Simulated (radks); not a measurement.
Excited configurations of As XVI: one electron is placed in a higher orbital outside [Ne] 3s2 3p5. The ground configuration is [Ar]. Method: Dirac Kohn-Sham, BLYP, spin-unpolarised, spherical densities, finite nucleus; open shells are shared between the two j in proportion to 2j + 1; Fermi nuclear charge, rms radius 4.0968 fm; computed with a radial shooting solver on a logarithmic mesh with Libxc functionals. Excitation = E - E(ground); binding = E(ion) - E, where the ion is the core of charge +16; n* = 16/sqrt(2 binding) in atomic units. These energies are relativistic, and a one-electron ion of charge +16 with no core already has n* below n in this formula (Dirac formula, point nucleus, mean over j: 3d 2.999, 4p 3.997, 5s 4.994, 5p 4.996, 5d 4.998, 5f 4.999, 6p 5.996, 7s 6.994, 7p 6.996, 7d 6.998, 7f 6.999). The quantum defect is therefore taken as that value minus n*, so that it holds no relativistic shift of the bare ion. Eigenvalue and <r> are those of j = l + 1/2.

outer orbital  excitation (eV)  binding (eV)     n*  quantum defect  eigenvalue (eV)  <r> (bohr)
3d                      86.986        504.10  2.629           0.370          -480.45      0.4884
4p                      302.56        288.53  3.474           0.522          -277.52       1.094
5s                      407.44        183.65  4.355           0.639          -178.21       1.792
5p                      417.60        173.49  4.481           0.516          -167.82       1.842
5d                      432.18        158.91  4.682           0.317          -153.60       1.884
5f                      443.85        147.24  4.864           0.135          -141.82       1.843
6p                      475.10        115.99  5.480           0.516          -112.29       2.785
7s                      504.49        86.598  6.342           0.652          -83.866       3.809
7p                      507.84        83.250  6.468           0.528          -80.476       3.909
7d                      512.62        78.464  6.663           0.335          -75.849       4.019
7f                      516.33        74.758  6.826           0.173          -72.151       4.033

The Delta-SCF ionisation energy is 591.09 eV (NIST Atomic Spectra Database: 588 eV, semi-empirical). Self-interaction in the functional shifts the binding energies and quantum defects, so they are the method's values and not measured ones. Spin polarisation and multiplet splitting are left out, so open shells lie too high by an amount that depends on their filling. Sharing an open shell by 2j + 1 raises it above the true ground level by a part of the spin-orbit splitting, which enters the differences from NIST.

Beside tabulated values, note that spin-unpolarised runs miss the spin-polarisation part of the exchange energy of open shells.
